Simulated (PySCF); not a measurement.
Run record: geometry optimisation, Nb(NEt)F3 (`CC[N]=[Nb]([F])([F])[F]`).

Computed with PBE0-D3(BJ)/def2-SVP geometry optimisation, gas phase, def2 core potentials past Kr (PySCF 2.14.0). Start geometry: GFN2-xTB. The input is one job of a driver script: a line of settings, then coordinates in Å.

Input:
```
{"job": {"xc": "PBE0", "basis": "def2-SVP", "d3": "d3bj", "grid": 1, "maxiter": 30, "shake": 0.03, "kind": "geom"}, "charge": 0, "multiplicity": 1}
Nb     0.492900    -0.034640    -2.063680
N      0.636230     0.000900    -0.331050
C      0.489470    -0.017990     1.050280
C     -0.840570    -0.029860     1.426210
H      1.045650    -0.926700     1.434310
H      1.019240     0.896690     1.491450
H     -1.051960    -0.064240     2.514040
H     -1.368970     0.869240     1.006750
H     -1.398160    -0.905650     1.047110
F      2.170990     0.043820    -2.663360
F     -0.565340     1.571790    -2.404960
F     -0.514030    -1.486110    -2.456110
```

Output:
```
step   0  E = -489.91083028  max force = 0.121129
step   1  E = -489.93773465  max force = 0.024212
step   2  E = -489.93923171  max force = 0.007208
step   3  E = -489.93952240  max force = 0.001997
step   4  E = -489.93961338  max force = 0.002933
step   5  E = -489.93971364  max force = 0.003445
step   6  E = -489.93975917  max force = 0.002349
step   7  E = -489.93979024  max force = 0.000866
step   8  E = -489.93981630  max force = 0.002374
step   9  E = -489.93985747  max force = 0.002778
step  10  E = -489.93988559  max force = 0.002419
step  11  E = -489.93991542  max force = 0.001137
step  12  E = -489.93992851  max force = 0.001070
step  13  E = -489.93993231  max force = 0.001121
step  14  E = -489.93991649  max force = 0.000891
step  15  E = -489.93992463  max force = 0.000413
step  16  E = -489.93993266  max force = 0.000481
step  17  E = -489.93992722  max force = 0.000666
step  18  E = -489.93993099  max force = 0.000445
optimisation converged
```

Energies in Eh; «max force» is the largest Cartesian gradient component in Eh/bohr.

Question: Give the first gradient maximum in eV/Å.

Answer: With 1 Eh/bohr = 51.422 eV/Å, 6.229 eV/Å.

In short: final energy -489.93993 Eh after 18 steps; dipole 2.03 D.

Question: Give the final coordinates.

Answer: 0.156 Å rms from the input after alignment:
```
atom  x, y, z in Å
Nb1    0.1171    0.0070   -2.1656
N2     0.4550   -0.0024   -0.4701
C3     0.6556   -0.0158    0.9392
C4    -0.6603   -0.0137    1.7012
H5     1.2530   -0.9065    1.2054
H6     1.2645    0.8623    1.2207
H7    -0.4785   -0.0272    2.7861
H8    -1.2472    0.8848    1.4588
H9    -1.2617   -0.8967    1.4386
F10    1.7709   -0.0136   -3.0423
F11   -0.8591    1.5682   -2.5055
F12   -0.8938   -1.5291   -2.5156
```

Hardware: one thread of an Arm Neoverse V2, shared host with 32 logical CPUs at a one-minute load of 9.6. Cost: 2.7 min wall, 0.60 GiB resident at most.
Labels such as C1 count atoms from 1, the log's own numbers from 0.
